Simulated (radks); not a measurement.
Q: Ag I, configuration [Kr] 4d10 4f1 (not the ground configuration). Method: Dirac Kohn-Sham, LDA (Slater exchange, Perdew-Zunger correlation), spin-unpolarised, spherical densities, point nucleus; open shells fill j = l - 1/2 first; computed with a radial shooting solver on a logarithmic mesh with Libxc functionals. Some entries of the table are withheld. Estimate them.

orbital,occ.,eigenvalue (hartree),r(max) (bohr)
1s1/2,2,-929.4167,0.02018
2s1/2,2,-137.0444,0.1142
2p1/2,2,-127.4480,0.08820
2p3/2,4,-121.0145,0.09246
3s1/2,2,-25.30320,(1)
3p1/2,2,-21.48112,(2)
3p3/2,4,-20.34566,(3)
3d3/2,4,-13.55228,0.2718
3d5/2,6,-13.32338,0.2747
4s1/2,2,-3.73411,0.8218
4p1/2,2,-2.52865,(4)
4p3/2,4,-2.33941,(5)
4d3/2,4,-0.53533,1.030
4d5/2,6,-0.51432,1.042
5s1/2,0,-0.36509,2.354
5p1/2,0,-0.18251,2.925
5p3/2,0,-0.17210,3.029
5d3/2,0,-0.03764,9.907
5d5/2,0,-0.03750,9.975
4f5/2,1,(6),16.39
4f7/2,0,(7),16.39
5f5/2,0,(8),30.01
5f7/2,0,(9),30.01

A: 
(1) 3s1/2 r(max) (bohr): 0.3332
(2) 3p1/2 r(max) (bohr): 0.3194
(3) 3p3/2 r(max) (bohr): 0.3294
(4) 4p1/2 r(max) (bohr): 0.8587
(5) 4p3/2 r(max) (bohr): 0.8842
(6) 4f5/2 eigenvalue (hartree): -0.01617
(7) 4f7/2 eigenvalue (hartree): -0.01617
(8) 5f5/2 eigenvalue (hartree): -0.00045
(9) 5f7/2 eigenvalue (hartree): -0.00045
